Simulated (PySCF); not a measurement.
VOCl2, SMILES [Cl][V](=[O])[Cl] (connectivity only; charge and spin as stated), neutral, multiplicity 2.

The structure is a stationary point at ωB97X-D3(BJ)/def2-SVP. The multiplicity is an assumed one; other spin states were not compared. The isomer is the one that the SMILES or the coordinates give; other isomers of the formula were not compared.

Calculation: PBE/def2-TZVPD (PySCF).

Gas-phase values at a fixed geometry.

- total energy: -1939.19311 hartree
- point group: C2v
- α spin, highest occupied and lowest empty level: -6.32 and -5.38 eV
- β spin, highest occupied and lowest empty level: -8.21 and -5.00 eV
- dipole moment: 0.27 D
- quadrupole, principal values (traceless, Buckingham form, about the centre of nuclear charge): -2.89, -2.53, 5.42 D·Å
- mean static polarisability: 67.5 bohr³ (10.01 Å³)
- polarisability, principal values: 48.4, 67.0, 87.2 bohr³
- ⟨S²⟩: 0.759 (pure state 0.75)
